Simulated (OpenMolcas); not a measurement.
# Computed levels of O4+

* Program: OpenMolcas 26.06
* Method: SS-CASPT2, IPEA 0.25 Eh, imaginary shift 0.1 Eh (closed shells correlated: 1s)
* Basis: ANO-RCC-VTZP [4s3p2d1f]
* Scalar Hamiltonian: DKH2, point nucleus
* Active space: 2 electrons in 8 orbitals (2s 2p 3s 3p)
* State averaging: 2S+1 = 3 even, 3 roots; 2S+1 = 1 even, 7 roots; 2S+1 = 3 odd, 3 roots; 2S+1 = 1 odd, 3 roots
* Spin-orbit coupling: state interaction with AMFI integrals over the reference wave functions, term energies averaged over their components

With spin-orbit coupling, above the lowest level:

```json
{"Configuration": "2s2", "Term": "1S", "J": "0", "E (cm-1)": "0.0", "Measured (cm-1)": "0.0", "Term weight %": "100"}
{"Configuration": "2s 2p", "Term": "3P*", "J": "0", "E (cm-1)": "82062", "Measured (cm-1)": "81942", "Term weight %": "100"}
{"Configuration": "2s 2p", "Term": "3P*", "J": "1", "E (cm-1)": "82210", "Measured (cm-1)": "82079", "Term weight %": "100"}
{"Configuration": "2s 2p", "Term": "3P*", "J": "2", "E (cm-1)": "82506", "Measured (cm-1)": "82385", "Term weight %": "100"}
{"Configuration": "2s 2p", "Term": "1P*", "J": "1", "E (cm-1)": "161755", "Measured (cm-1)": "158798", "Term weight %": "100"}
{"Configuration": "2p2", "Term": "3P", "J": "0", "E (cm-1)": "214289", "Measured (cm-1)": "213462", "Term weight %": "100"}
{"Configuration": "2p2", "Term": "3P", "J": "1", "E (cm-1)": "214437", "Measured (cm-1)": "213618", "Term weight %": "100"}
{"Configuration": "2p2", "Term": "3P", "J": "2", "E (cm-1)": "214725", "Measured (cm-1)": "213887", "Term weight %": "100"}
{"Configuration": "2p2", "Term": "1D", "J": "2", "E (cm-1)": "234007", "Measured (cm-1)": "231721", "Term weight %": "100"}
{"Configuration": "2p2", "Term": "1S", "J": "0", "E (cm-1)": "291572", "Measured (cm-1)": "287910", "Term weight %": "100"}
```

Against the 9 measured excited levels shown (Moore, Selected Tables of Atomic Spectra, NSRDS-NBS 3, section 9) the mean absolute deviation is 1300 cm-1; the largest miss in energy is 2p2 1S0: computed 291572, measured 287910 cm-1 (+1.3 %), and the largest in proportion 2s 2p 1P* 1 (+1.9 %).

Active for correlation alone: 3p 3s; no level in the range computed is led by a configuration that fills them, so any true level of that kind is missing. Measured partners are found by configuration, term and J. A level has none where our copy of the source lacks it or the pairing is in doubt (some pairs that miss far off the trend of their configuration count as doubtful), and it then counts in no deviation. Levels of configurations outside the active space are missing. The first state left out of the spin-orbit step lies near 550000 cm-1 above the lowest spin-free state of the reference (among the parities and spins computed), and the list stops at four fifths of that energy or lower.

The term weight is that of the spin-free term in the level, not the purity of its configuration. * marks odd parity.
